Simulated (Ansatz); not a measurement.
FH5O2Si2, SMILES `O[SiH2]O[SiH2]F`. Total charge 0; spin multiplicity 1.

```json
{"atom": "O1", "x (Å)": "-2.054", "y (Å)": "-0.763", "z (Å)": "0.969"}
{"atom": "Si2", "x (Å)": "-0.419", "y (Å)": "-0.780", "z (Å)": "1.006"}
{"atom": "O3", "x (Å)": "0.208", "y (Å)": "0.413", "z (Å)": "0.078"}
{"atom": "Si4", "x (Å)": "0.955", "y (Å)": "0.851", "z (Å)": "-1.288"}
{"atom": "F5", "x (Å)": "2.508", "y (Å)": "1.046", "z (Å)": "-0.991"}
{"atom": "H6", "x (Å)": "-2.514", "y (Å)": "-0.063", "z (Å)": "1.433"}
{"atom": "H7", "x (Å)": "-0.024", "y (Å)": "-2.096", "z (Å)": "0.459"}
{"atom": "H8", "x (Å)": "0.084", "y (Å)": "-0.553", "z (Å)": "2.381"}
{"atom": "H9", "x (Å)": "0.834", "y (Å)": "-0.209", "z (Å)": "-2.314"}
{"atom": "H10", "x (Å)": "0.422", "y (Å)": "2.154", "z (Å)": "-1.733"}
```

Question: What are the harmonic wavenumbers in cm⁻¹ at PBE0-D4/def2-TZVP (Ansatz, finite differences of forces, unscaled)? (Best estimate.)

Answer: The calculation gave: 24, 32, 91, 220, 260, 368, 608, 642, 709, 746, 781, 850, 881, 909, 929, 967, 976, 989, 1141, 2244, 2256, 2267, 2275, 3927.

Question: Is this a minimum?

Answer: Yes, all 24 modes are real.

Question: Give the ideal-gas thermochemistry at 298.15 K and 1 bar (rigid rotor, harmonic oscillator; point group C1, symmetry number 1).

Answer: Zero-point energy 150.1 kJ/mol; H(298) − E = 172.6 kJ/mol; entropy 377.8 J/(mol·K), of which translation 167.7, rotation 114.3, vibration 95.8; G(298) − E = 60.0 kJ/mol. Modes under 100 cm⁻¹ are hindered rotations or soft bends, so the harmonic entropy is rough.
